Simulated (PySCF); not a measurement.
# Frontier levels across methods

Species: C₄H₃ClSSi.
Numbering: `[CH:1]#[C:2][Si@@H:3]1[CH:4]=[C:5]([Cl:6])[S:7]1` (hydrogens: H8 on C1; H9 on Si3; H10 on C4)

Basis pcSseg-1 throughout (PySCF), one geometry. Isolated species at its PBE0-D3(BJ)/def2-SVP geometry, gas phase.

Task: How do the orbital energies, the gap and the dipole change with the method?

Result: 
```tsv
method	kind	HOMO (eV)	LUMO (eV)	gap (eV)	μ (D)	SCF cycles
B97-D	GGA	-5.69	-1.93	3.76	2.40	17
KT2	GGA	-5.79	-2.12	3.66	2.35	17
BP86	GGA	-5.85	-2.15	3.71	2.36	16
B3LYP	global hybrid	-6.60	-1.34	5.26	2.51	14
PBE0	global hybrid	-6.86	-1.19	5.67	2.59	14
BHandHLYP	global hybrid	-7.78	-0.16	7.63	2.77	13
wB97X-D	range-separated hybrid	-8.68	0.54	9.22	2.78	15
LC-wPBE	range-separated hybrid	-9.47	1.00	10.47	2.84	15
```

The HOMO spans 3.79 eV, from B97-D down to LC-wPBE, and the gap runs from 3.66 eV (KT2) to 10.47 eV (LC-wPBE). Over the methods B97-D (0 %), KT2 (0 %), BP86 (0 %), B3LYP (20 %), PBE0 (25 %), BHandHLYP (50 %), a straight line through the gap against the share of exact exchange rises by 0.78 eV for each 10 % (correlation coefficient 1.000). The dipole ranges from 2.35 D (KT2) to 2.84 D (LC-wPBE). This basis has no diffuse functions.
